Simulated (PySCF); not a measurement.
Gas-phase reaction: SbBr₃ + 3 HBr ⇌ SbH₃ + 3 Br₂

Energies from PySCF (xtb for GFN2), thermal terms from the rigid-rotor harmonic-oscillator model, ideal gas at 1 bar. † marks an energy on the PBE0/def2-TZVP geometry and frequencies; other levels use their own. MP2 freezes the core. All species are closed-shell singlets. B3LYP is the form with VWN-RPA correlation. Sb: scalar-relativistic def2 core potential, no spin-orbit coupling. Br: all electrons, no relativistic terms. MP2 isn't extrapolated to the basis-set limit; its ΔH°(298 K) is 577.1 kJ in def2-SVP and 570.2 kJ in def2-TZVPP. The harmonic model lacks anharmonicity and excited electronic states, which grow with temperature; levels with a mode under 35 cm⁻¹ are left out. Soft modes under 120 cm⁻¹ make the harmonic entropy rough for SbBr₃.

| level | ΔE electronic, kJ | ΔH°(298 K), kJ | ΔS°(298 K), J/K | ΔG°(800 K), kJ |
|---|---|---|---|---|
| B3LYP/def2-TZVP† | 507 | 503 | -3 | 509 |
| GFN2-xTB | 445 | 440 | -5 | 447 |
| HF/def2-TZVP† | 539 | 535 | -3 | 540 |
| M06-2X/def2-TZVP† | 543 | 539 | -3 | 544 |
| MP2/def2-SVP† | 581 | 577 | -3 | 582 |
| MP2/def2-TZVPP† | 574 | 570 | -3 | 576 |
| ωB97M-V/def2-TZVP† | 522 | 518 | -3 | 523 |
ΔH° is lowest at GFN2-xTB and highest at MP2/def2-SVP†. No reference value is set beside these.
